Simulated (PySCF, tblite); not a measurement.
Isomers of C5H5N2 (doublet state). Computed with GFN2-xTB (tblite): harmonic, unscaled wavenumbers at the GFN2-xTB geometry, gas phase. The method is semi-empirical: single wavenumbers can be off by several per cent or more. One conformer each. Open shells enter through the occupations alone, without spin polarisation, and single modes of such species can be off by tens of per cent.

Electronic energies: B3LYP/pcH-1 single points on the GFN2-xTB geometries (PySCF, gas phase).

```tsv
SMILES	electronic energy, lowest = 0 (kJ/mol)
C[C]1CN=C1C#N	54.4
C=NC(=C)[CH]C#N	0.0
C=[C]n1ccnc1	49.4
[H]/[C]=C(/CC#N)N=C	135.7
```

Task: How do GFN2-xTB zero-point energies change the relative energies?

Result: 
```tsv
SMILES	ZPE (kJ/mol)	of it from modes above 1550 cm⁻¹	electronic (kJ/mol)	with ZPE, lowest = 0 (kJ/mol)	lowest mode (cm⁻¹)	rings
C=NC(=C)[CH]C#N	220.7	116.0	0.0	0.0	113	0
C=[C]n1ccnc1	228.2	104.0	49.4	56.9	78	1
C[C]1CN=C1C#N	226.5	112.9	54.4	60.3	53	1
[H]/[C]=C(/CC#N)N=C	219.6	125.2	135.7	134.6	43	0
```

The zero-point energies span 8.6 kJ/mol, from `[H]/[C]=C(/CC#N)N=C` to `C=[C]n1ccnc1`. The order is unchanged.

Task: And how do the electronic energies of GFN2-xTB itself compare?

Result: `C=NC(=C)[CH]C#N` 100.1; `C=[C]n1ccnc1` 0.0; `C[C]1CN=C1C#N` 118.1; `[H]/[C]=C(/CC#N)N=C` 232.5 kJ/mol, lowest = 0. Against the energies above, taken from the same isomer `C=NC(=C)[CH]C#N`, the largest difference is 149.5 kJ/mol.

Task: What do entropy and thermal enthalpy add at 298.15 K and 1 bar (rigid rotor, harmonic oscillator, one conformer each)?

Result: 
```csv
SMILES,point group,symmetry number,S (J/(mol K)),H − H(0) (kJ/mol),ZPE + H − H(0) − TS (kJ/mol)
C=NC(=C)[CH]C#N,C1,1,357.1,22.15,136.4
C=[C]n1ccnc1,C1,1,336.8,19.08,146.8
[H]/[C]=C(/CC#N)N=C,C1,1,367.7,22.71,132.7
```

S holds R ln(2S + 1) for the spin.

Not tabulated: `C[C]1CN=C1C#N` (point group not settled).
